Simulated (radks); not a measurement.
Effect of the nuclear size on the hafnium ion Hf2+, [Xe] 4f14 5d2. Calculated with a radial shooting solver on a logarithmic mesh with Libxc functionals: Dirac Kohn-Sham, BLYP, spin-unpolarised, spherical densities, finite nucleus; open shells are shared between the two j in proportion to 2j + 1; Fermi nuclear charge, rms radius 5.347 fm. The rms radius is varied about that value; shifts are against it.

| rms radius (fm) | total energy shift (eV) | density at nucleus (e/bohr^3) | 1s1/2 shift (meV) | 2s1/2 shift (meV) | 5s1/2 shift (meV) | 5p1/2 shift (meV) | 6s1/2 (empty) shift (meV) | 5d5/2 shift (meV) |
|---|---|---|---|---|---|---|---|---|
| 4.5022 | -14.3 | 1.279e+06 | -5800 | -803 | -7.12 | 0.054 | -0.934 | 0.082 |
| 4.9567 | -6.79 | 1.24e+06 | -2760 | -382 | -3.39 | 0.025 | -0.445 | 0.039 |
| 5.347 | 0 | 1.209e+06 | 0.000 | 0.000 | 0.000 | 0.000 | 0.000 | 0.000 |
| 5.8282 | 8.84 | 1.175e+06 | 3600 | 498 | 4.42 | -0.033 | 0.580 | -0.051 |
| 6.6624 | 25.4 | 1.125e+06 | 10300 | 1430 | 12.7 | -0.093 | 1.66 | -0.146 |

Slopes of the eigenvalues against <r^2> in GHz/fm^2, as finite differences over the two radii next to the reference (eigenvalue slopes, not the field-shift constants of lines): 1s1/2 164000, 2s1/2 22600, 5s1/2 201, 5p1/2 -1.49, 6s1/2 (empty) 26.4, 5d5/2 -2.31.
